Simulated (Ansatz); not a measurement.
```yaml
crystal:
  periodic: [true, true, true]
  atoms:
    - {symbol: N, position_ang: [-0.298655, 0.362073, -1.790432]}
    - {symbol: C, position_ang: [-0.932177, -0.167610, -0.824404]}
    - {symbol: Si, position_ang: [-0.105050, -0.294984, 0.875433]}
    - {symbol: N, position_ang: [1.483808, 0.338551, 0.967898]}
    - {symbol: H, position_ang: [-0.855294, 0.367987, -2.648408]}
    - {symbol: H, position_ang: [-1.956414, -0.559567, -0.948509]}
    - {symbol: H, position_ang: [-0.074500, -1.739385, 1.230827]}
    - {symbol: H, position_ang: [-0.975038, 0.435504, 1.836071]}
    - {symbol: H, position_ang: [2.203212, -0.130403, 0.437913]}
    - {symbol: H, position_ang: [1.593206, 1.336535, 0.866710]}
basis:
  gaussian: {orbitals: aug-cc-pVDZ}
hamiltonian: {xc: {name: wB97M-V}}
output: {forces: true}
```

```sh
$ ansatz run in.yaml --threads 2 --pin off --events-out ev --progress --plain --max-ram 4352MiB
```

Output, abridged:

```
Error: YAML parse error: error: line 2 column 3: crystal: missing field `lattice` (a structure is typed as `lattice` and `atoms`, a molecule's as `atoms` in Å alone, or read from a run's directory, `checkpoint`)
 --> <input>:2:3
1 | crystal:
2 |   periodic: [true, true, true]
3 |   atoms:
4 |     - {symbol: N, position_ang: [-0.298655, 0.362073, -1.790432]}
```

(1) Something in this input is off. What?

Answers

(1) The molecule is marked periodic without a cell. The program refused the input.
